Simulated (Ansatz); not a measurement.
Reaction (hydrogenolysis of the Si–Al bond): `N[Si](N)([AlH2])[SiH3]` + H₂ → `N[SiH](N)[SiH3]` + `[AlH3]`

Computed with Ansatz on PBE0-D4/def2-TZVP structures; ΔE is electronic, products minus reactants. CBS: MP2 limit from def2 TZ/QZ plus the TZ coupled-cluster correction, frozen cores. This one scheme is used for every species. DFT in def2-TZVPP. One conformer a species, not always the lowest.

```json
{"level": "PBE0-D4", "ΔE (kcal/mol)": "-4.7"}
{"level": "ωB97X-V", "ΔE (kcal/mol)": "-8.2"}
{"level": "ωB97M-V", "ΔE (kcal/mol)": "-8.8"}
{"level": "B2PLYP", "ΔE (kcal/mol)": "-9.1"}
{"level": "PBE", "ΔE (kcal/mol)": "-4.1"}
{"level": "PBE0", "ΔE (kcal/mol)": "-6.2"}
{"level": "MP2/def2-TZVPP", "ΔE (kcal/mol)": "-7.9"}
{"level": "CCSD/def2-TZVPP", "ΔE (kcal/mol)": "-9.2"}
```

Question: What does CCSD(T)/CBS give? (Estimate.)

Answer: The calculation gave: -6.9 kcal/mol. The listed levels differ from it by 2.2, -1.3, -1.9, -2.2, 2.8, 0.7, -1.0, -2.3 kcal/mol.

Largest T1 diagnostic among the species: 0.013.

From PBE to PBE0 (25 % exact exchange), in def2-TZVPP and without D4, ΔE moves by −2.1 kcal/mol. In def2-TZVPP, CCSD(T) changes the Hartree–Fock value by +8.2 kcal/mol (the triples alone add +1.6 kcal/mol) and MP2 by +8.0 kcal/mol. The D4 term adds +2.6 kcal/mol with B3LYP and +1.5 kcal/mol with PBE0; it sums over pairs of atoms, weighted by their polarisabilities, and B3LYP, whose exchange is more repulsive, gets the larger term.

B3LYP here is the variant with VWN-RPA as its local correlation; programs differ in this.
